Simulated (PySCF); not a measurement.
Isomers of C6H6F3N, one GFN2-xTB conformer each. Single-point energies are computed at PBE0/pcSseg-1 (PySCF, gas phase, no added dispersion term), electronic only.

| SMILES | GFN2-xTB relative energy (kJ/mol) |
| --- | --- |
| CC/C=C(\C#N)C(F)(F)F | 173.6 |
| FC(F)(F)Cc1ccc[nH]1 | 0.0 |
| FC(F)=C(F)[C@H]1CC=NC1 | 144.5 |
| FC(F)=C(F)[C@@H]1C=NCC1 | 148.8 |
| FC(F)(F)Cn1cccc1 | 17.3 |

Conformers: `[CH3:1][CH2:2]/[CH:3]=[C:4](\[C:5]#[N:6])[C:7]([F:8])([F:9])[F:10]` with C1–C2–C3–C4 -118°; `[F:1][C:2]([F:3])([F:4])[CH2:5][c:6]1[cH:7][cH:8][cH:9][nH:10]1` with C2–C5–C6–C7 -112°; `[F:1][C:2]([F:3])=[C:4]([F:5])[C@H:6]1[CH2:7][CH:8]=[N:9][CH2:10]1` with C2–C4–C6–C7 125°; `[F:1][C:2]([F:3])=[C:4]([F:5])[C@@H:6]1[CH:7]=[N:8][CH2:9][CH2:10]1` with C2–C4–C6–C7 64°; `[F:1][C:2]([F:3])([F:4])[CH2:5][n:6]1[cH:7][cH:8][cH:9][cH:10]1` with C2–C5–N6–C7 88°.

Task: What does PBE0/pcSseg-1 give for the same structures?

Result: 
```
                 SMILES  PBE0/pcSseg-1 E (Eh)  PBE0/pcSseg-1 (kJ/mol)  GFN2-xTB (kJ/mol)  point group
    FC(F)(F)Cc1ccc[nH]1            -585.87322                     0.0                0.0           C1
       FC(F)(F)Cn1cccc1            -585.85962                    35.7               17.3           Cs
   CC/C=C(\C#N)C(F)(F)F            -585.83102                   110.8              173.6           C1
 FC(F)=C(F)[C@H]1CC=NC1            -585.79546                   204.1              144.5           C1
FC(F)=C(F)[C@@H]1C=NCC1            -585.78926                   220.4              148.8           C1
```

Both levels put the same isomer lowest; measured from each level's own lowest isomer, the values differ by up to 71.6 kJ/mol (FC(F)=C(F)[C@@H]1C=NCC1: 148.8 against 220.4). As drawn, the lowest has an aromatic ring and an N–H bond, which the highest lacks; the highest has a C=N bond and a C=C bond outside aromatic rings, which the lowest lacks.

Task: Which frontier levels, dipoles and rotational constants go with these structures?

Result: 
```json
{"SMILES": "FC(F)(F)Cc1ccc[nH]1", "HOMO (eV, PBE0/pcSseg-1)": "-6.32", "LUMO (eV)": "0.66", "dipole (D)": "2.02", "A, B, C (MHz)": "3233, 822.4, 765.4"}
{"SMILES": "FC(F)(F)Cn1cccc1", "HOMO (eV, PBE0/pcSseg-1)": "-6.40", "LUMO (eV)": "0.56", "dipole (D)": "2.02", "A, B, C (MHz)": "3189, 850.8, 796.5"}
{"SMILES": "CC/C=C(\\C#N)C(F)(F)F", "HOMO (eV, PBE0/pcSseg-1)": "-8.63", "LUMO (eV)": "-2.02", "dipole (D)": "4.77", "A, B, C (MHz)": "1878, 907.4, 713.4"}
{"SMILES": "FC(F)=C(F)[C@H]1CC=NC1", "HOMO (eV, PBE0/pcSseg-1)": "-7.12", "LUMO (eV)": "-0.08", "dipole (D)": "1.88", "A, B, C (MHz)": "2971, 763.2, 711.3"}
{"SMILES": "FC(F)=C(F)[C@@H]1C=NCC1", "HOMO (eV, PBE0/pcSseg-1)": "-7.18", "LUMO (eV)": "-0.27", "dipole (D)": "1.98", "A, B, C (MHz)": "2253, 1016, 842.1"}
```

Task: As an exercise, what shares would exp(−E/RT) give at 1000 K from these electronic energies alone (no entropy, no degeneracies)?

Result: RT = 8.314 kJ/mol: FC(F)(F)Cc1ccc[nH]1 98.7 %, FC(F)(F)Cn1cccc1 1.3 %, CC/C=C(\C#N)C(F)(F)F under 0.1 %, FC(F)=C(F)[C@H]1CC=NC1 under 0.1 %, FC(F)=C(F)[C@@H]1C=NCC1 under 0.1 %.
